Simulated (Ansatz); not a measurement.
Abridged output of a molecular run in Ansatz:

```
Functional definition: HF
1214 factors; integrals over basis functions are off by at most 1.5e-3 eV
mean field evaluation 1: about -11757.5514 eV, gradient 3.3e1 eV
mean field evaluation 2: about -11757.6060 eV, gradient 3.3e1 eV
mean field evaluation 4: about -11760.8670 eV, gradient 3.6e0 eV
mean field evaluation 8: about -11760.9158 eV, gradient 2.4e-4 eV
mean field -11760.91583858 eV, -432.2056852326 hartree, gradient 1.4e-6 eV, S^2 0.000000; 0 other end points of the search recorded, 0 dependent functions left out
9 core orbitals not correlated: weight in the atoms' cores, before any rotation towards them, 1.000 or more for the frozen orbitals, at most 0.000 for the correlated occupied ones
reference -11760.91583858 eV, -432.2056852326 hartree; 14, 14 occupied and 96, 96 virtual orbitals, 1214 factors
second order -16.63744146 eV of doubles, -0.00000000 eV of singles
cycle   1  -17.80082291 eV  change    -1.2e0 eV  update   9.4e-2
cycle   2  -18.32155180 eV  change   -5.2e-1 eV  update   2.8e-2
cycle   3  -18.39816750 eV  change   -7.7e-2 eV  update   1.3e-2
cycle   4  -18.39583527 eV  change    2.3e-3 eV  update   4.2e-3
cycle   5  -18.39480327 eV  change    1.0e-3 eV  update   2.2e-3
cycle   6  -18.39463482 eV  change    1.7e-4 eV  update   7.8e-4
cycle   7  -18.39442927 eV  change    2.1e-4 eV  update   2.6e-4
cycle   8  -18.39444121 eV  change   -1.2e-5 eV  update   9.3e-5
cycle   9  -18.39444425 eV  change   -3.0e-6 eV  update   2.9e-5
perturbative correction -0.61789902 eV, -0.0227073700 hartree
Total energy: -11779.92818184 eV, -432.9043759605 hartree
```

Its atoms:

Cartesian coordinates in Å:
```
B -1.5953 0.6043 0.8919
C -1.6616 -0.2058 -0.4107
Si 0.1310 0.2330 -0.8060
C 1.4148 0.1992 0.5547
C 1.5208 -0.9356 -0.4690
H -1.3764 0.0708 1.9400
H -1.7247 1.7961 0.8619
H -1.7782 -1.2863 -0.3447
H -2.2479 0.2169 -1.2283
H 0.3131 1.2808 -1.8304
H 2.1926 0.9551 0.5203
H 1.1469 -0.0816 1.5659
H 1.2859 -1.9332 -0.1123
H 2.3791 -0.9137 -1.1330
```

**Question.** Which basis set was used?
A. def2-SVP
B. def2-QZVPP
C. def2-SVPD
D. cc-pV(T+d)Z

**Answer.** A. It gives 119 functions.

**Question.** Write the keys of the input that set method, charge and spin (a neutral closed shell needs none for the last two).

**Answer.** 
```yaml
correlation: {method: ccsd_t}
```
